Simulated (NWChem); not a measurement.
## Correlation energy of HGa

```xyz
2

Ga     0.0000     0.0000     0.0529
H      0.0000     0.0000    -1.6386
```
Charge 0, spin multiplicity 1.

The numbers come from NWChem runs, not from measurements. All single points use one geometry, from B3LYP/def2-SVP, a minimum by its harmonic frequencies.

Basis set: def2-QZVP. Each correlation energy counts from its own Hartree-Fock reference.

The Hamiltonian is non-relativistic. The correlated methods keep 9 core orbitals frozen. The structure started from a generated list of species. No row is a measurement; the coupled-cluster row has its own basis-set and correlation limits.

### Question
One of these methods gave a correlation energy of -258.9 mHa. Which?
A) SCS-MP2
B) MP2
C) CCSD+T(CCSD)
D) CR-CCSD[T]

### Answer
B, MP2. The others give -269.3 (CR-CCSD[T]), -246.1 (SCS-MP2), -271.2 (CCSD+T(CCSD)).
